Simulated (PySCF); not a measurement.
# Au²⁺: excitation energy

Au²⁺ [Xe] 4f14 5d9 (2D) → Au²⁺ [Xe] 4f14 5d8 6s1 (4F), as a difference of total energies. Calculation: PySCF 2.14, in def2-QZVPPD with the def2 core potential (60 electrons) (7s5p4d4f2g, 88 functions); scalar relativity through the core potential. Correlated levels: valence: 5s2 5p6 frozen; valence and next inner shell: nothing frozen outside the core potential. The calculations carry no spin-orbit coupling.

| method | excitation energy (eV) |
| --- | --- |
| UHF | 3.710 |
| LDA | 3.824 |
| PBE | 3.776 |
| PBE0 | 3.917 |
| r2SCAN | 3.540 |
| PW91 | 3.769 |
| CAM-B3LYP | 3.952 |
| BHandHLYP | 4.010 |
| BLYP | 3.731 |
| MP2 (valence) | 4.305 |
| SCS-MP2 (valence) | 4.494 |
| MP2 (valence and next inner shell) | 4.009 |
| SCS-MP2 (valence and next inner shell) | 4.141 |

How much does correlation contribute at MP2 (valence and next inner shell)?

4.009 − (3.710) = 0.299 eV, measured against UHF.
